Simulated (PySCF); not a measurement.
C5H3Br. Atoms are numbered in the order given.

```xyz
9

C      2.7030    -1.2264     0.0000
C      1.5104    -0.9416     0.0000
C      0.1382    -0.5931     0.0000
Br    -0.2480     1.3087     0.0000
C     -0.8771    -1.4445     0.0000
C     -1.8802    -2.2929     0.0000
H      3.7536    -1.4812     0.0000
H     -2.3201    -2.6652     0.9429
H     -2.3201    -2.6652    -0.9429
```

Coordinates come from a PBE-D3(BJ)/def2-SVP optimisation. This is a generated structure with no PubChem entry under its InChIKey; it may be hypothetical.

The numbers are results of PBE-D3(BJ)/def2-SVP run with PySCF 2.14.0, not measurements.

Frequencies are harmonic and unscaled.

Computed vibrational spectrum:
```json
[
 {"mode": "1", "ν (cm⁻¹)": "116", "IR (km/mol)": "1.3", "moving atoms (share of kinetic energy)": "C 68 %, H 18 %, Br 14 %"},
 {"mode": "2", "ν (cm⁻¹)": "156", "IR (km/mol)": "0.0", "moving atoms (share of kinetic energy)": "C 71 %, Br 18 %, H 11 %"},
 {"mode": "3", "ν (cm⁻¹)": "176", "IR (km/mol)": "5.3", "moving atoms (share of kinetic energy)": "C 76 %, H 22 %"},
 {"mode": "4", "ν (cm⁻¹)": "320", "IR (km/mol)": "0.0", "moving atoms (share of kinetic energy)": "C 77 %, H 23 %"},
 {"mode": "5", "ν (cm⁻¹)": "397", "IR (km/mol)": "3.3", "moving atoms (share of kinetic energy)": "C 68 %, Br 28 %"},
 {"mode": "6", "ν (cm⁻¹)": "434", "IR (km/mol)": "5.9", "moving atoms (share of kinetic energy)": "C 91 %"},
 {"mode": "7", "ν (cm⁻¹)": "521", "IR (km/mol)": "0.0", "moving atoms (share of kinetic energy)": "C 55 %, H 44 %"},
 {"mode": "8", "ν (cm⁻¹)": "581", "IR (km/mol)": "28.5", "moving atoms (share of kinetic energy)": "C 94 %"},
 {"mode": "9", "ν (cm⁻¹)": "587", "IR (km/mol)": "1.0", "moving atoms (share of kinetic energy)": "H 53 %, C 47 %"},
 {"mode": "10", "ν (cm⁻¹)": "607", "IR (km/mol)": "36.9", "moving atoms (share of kinetic energy)": "H 81 %, C 19 %"},
 {"mode": "11", "ν (cm⁻¹)": "663", "IR (km/mol)": "31.7", "moving atoms (share of kinetic energy)": "H 78 %, C 22 %"},
 {"mode": "12", "ν (cm⁻¹)": "841", "IR (km/mol)": "36.7", "moving atoms (share of kinetic energy)": "H 73 %, C 27 %"},
 {"mode": "13", "ν (cm⁻¹)": "939", "IR (km/mol)": "0.2", "moving atoms (share of kinetic energy)": "H 64 %, C 36 %"},
 {"mode": "14", "ν (cm⁻¹)": "955", "IR (km/mol)": "97.5", "moving atoms (share of kinetic energy)": "C 94 %"},
 {"mode": "15", "ν (cm⁻¹)": "1238", "IR (km/mol)": "12.1", "moving atoms (share of kinetic energy)": "C 58 %, H 42 %"},
 {"mode": "16", "ν (cm⁻¹)": "1397", "IR (km/mol)": "11.6", "moving atoms (share of kinetic energy)": "H 52 %, C 48 %"},
 {"mode": "17", "ν (cm⁻¹)": "2000", "IR (km/mol)": "7.6", "moving atoms (share of kinetic energy)": "C 99 %"},
 {"mode": "18", "ν (cm⁻¹)": "2146", "IR (km/mol)": "3.8", "moving atoms (share of kinetic energy)": "C 92 %, H 8 %"},
 {"mode": "19", "ν (cm⁻¹)": "3042", "IR (km/mol)": "1.1", "moving atoms (share of kinetic energy)": "H 95 %"},
 {"mode": "20", "ν (cm⁻¹)": "3126", "IR (km/mol)": "0.2", "moving atoms (share of kinetic energy)": "H 89 %, C 11 %"},
 {"mode": "21", "ν (cm⁻¹)": "3407", "IR (km/mol)": "91.7", "moving atoms (share of kinetic energy)": "H 86 %, C 14 %"}
]
```
